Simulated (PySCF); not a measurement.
**Excitation energy of I by level of theory**

I [Kr] 4d10 5s2 5p5 (2P) → I [Kr] 4d10 5s1 5p5 6s1 (4P), as a difference of total energies. All numbers are calculated (PySCF 2.14, a scalar-relativistic core potential, in aug-cc-pVQZ-PP with one added diffuse shell each of s, p, d, f, g type with ECP28MDF (8s8p6d4f3g, 117 functions)). Correlated levels: valence: 4s2 4p6 4d10 frozen. The calculations carry no spin-orbit coupling.

| method | excitation energy (eV) |
| --- | --- |
| UHF | 18.210 |
| LDA | 17.927 |
| PBE | 17.644 |
| PBE0 | 18.033 |
| r2SCAN | 18.025 |
| wB97X-V | 18.548 |
| B3LYP | 18.043 |
| revPBE | 17.588 |
| MP2 (valence) | 17.004 |
| SCS-MP2 (valence) | 16.829 |

How much does correlation contribute at MP2 (valence)?

17.004 − (18.210) = -1.206 eV, measured against UHF.

The upper state lies above the first ionisation limit, where it may autoionise and the basis confines it. A Rydberg-like electron needs more diffuse functions than a valence basis has.

The promoted electron is Rydberg-like, and one or two diffuse shells describe it only roughly, which tends to raise the upper state.
